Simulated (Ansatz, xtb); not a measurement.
# Relative energy of two structures of FH2InS2

We compare a, `[F][In]([SH])[SH]`, a singlet, with b, a singlet given by its coordinates. Both are gas-phase species (loosely bound parts included), relaxed with PBE0-D4/def2-SVP; the shapes shown needn't be the lowest conformers.

a (Å):

```xyz
6

F    -0.4996   -0.4073   -3.7379
In   -0.8859    0.5554   -2.0828
S    -2.0273   -0.7049   -0.4077
S    -0.1495    2.8250   -2.0226
H    -2.0470    0.3367    0.4547
H    -0.6235    3.0136   -0.7702
```

b (Å):

| atom | x (Å) | y (Å) | z (Å) |
| --- | --- | --- | --- |
| F | -2.1991 | 2.1658 | -1.2668 |
| In | -2.2684 | -0.2008 | -0.6179 |
| S | -2.3093 | 0.7723 | 1.8488 |
| S | -2.3067 | 2.8414 | 1.5289 |
| H | -2.2478 | 2.6147 | -0.3978 |
| H | -0.9829 | 3.1007 | 1.6830 |

Close contacts (Å): F1–In2 2.45, In2–S3 2.65, S3–S4 2.09, F1–H5 0.98, S4–H5 1.94, S4–H6 1.36.

Question: Estimate E(b) − E(a) at the level CCSD(T)/def2-SVP + ΔMP2/def2-TZVPP.

Answer: Calculated at CCSD(T)/def2-SVP + ΔMP2/def2-TZVPP: E(b) − E(a) = +0.742 eV, so structure a lies lower.

The same difference at several levels:

```
                             level          geometry  E(b) − E(a) (eV)  departure from the last row (eV)  job, with rough time for the two
                  PBE0-D4/def2-SVP  PBE0-D4/def2-SVP              +0.680                            −0.061                optimisation, 60 s
                       HF/def2-SVP  PBE0-D4/def2-SVP              +1.242                            +0.500           part of the CCSD(T) run
                      MP2/def2-SVP  PBE0-D4/def2-SVP              +1.316                            +0.575           part of the CCSD(T) run
                  CCSD(T)/def2-SVP  PBE0-D4/def2-SVP              +1.148                            +0.407                      single point
CCSD(T)/def2-SVP + ΔMP2/def2-TZVPP  PBE0-D4/def2-SVP              +0.742                                                  single point, 32 s
```

None of the levels shown reverses the order. The largest departure from CCSD(T)/def2-SVP + ΔMP2/def2-TZVPP is that of MP2/def2-SVP, 0.575 eV. Levels run at GFN2-xTB geometries aren't shown. The last row adds to CCSD(T) the change of the MP2 difference between the two basis sets, here −0.407 eV, a large step that makes the value less sure.

With harmonic frequencies from PBE0-D4/def2-SVP (ideal gas, rigid rotor, one conformer each, 298.15 K, 1 atm): on the last row, ΔE + ΔZPE = +0.814, ΔH = +0.797, ΔG = +0.804 eV.

The correlated steps freeze 15 core orbitals; the filled d shell of In is correlated, in a basis made for valence electrons. Atoms past krypton carry core potentials in the def2 sets and no spin–orbit term is included. Mirror images aren't counted in ΔG. Run with Ansatz 0.2.0; the last row on 2 threads of Arm Neoverse N1 on a shared host.
